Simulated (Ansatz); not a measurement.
Caution, from a PySCF single point (PBE0-D3(BJ)/def2-TZVPD) at this geometry: the highest occupied level lies above zero, so the state may not be bound. Caution, from a PySCF single point (PBE0-D3(BJ)/def2-TZVPD) at this geometry: the restricted solution is unstable towards spin-unrestricted or complex orbitals, so a lower solution exists and this singlet may not be the ground state. This singlet is an excited state, 0.24 eV above the relaxed triplet at the level B3LYP/aug-cc-pVTZ // PBE0-D3(BJ)/def2-TZVPD (Ansatz, a first-principles code).

A geometry relaxed with PBE0-D3(BJ)/def2-TZVPD (Ansatz), charge -1, multiplicity 1:

```xyz
8

H      3.4867     1.0714    -0.6903
Si    -1.5015    -0.5959    -0.1746
H     -2.2183    -0.3534    -1.4727
C      1.5000     0.5678    -0.3948
B      0.3824    -0.2724    -0.4556
H     -2.2900     0.2111     0.8374
C      2.5055     1.3764    -0.3076
H     -1.8650    -2.0050     0.2065
```

Question: Write the SMILES of this molecule.

Answer: `C#C[B-][SiH3]`
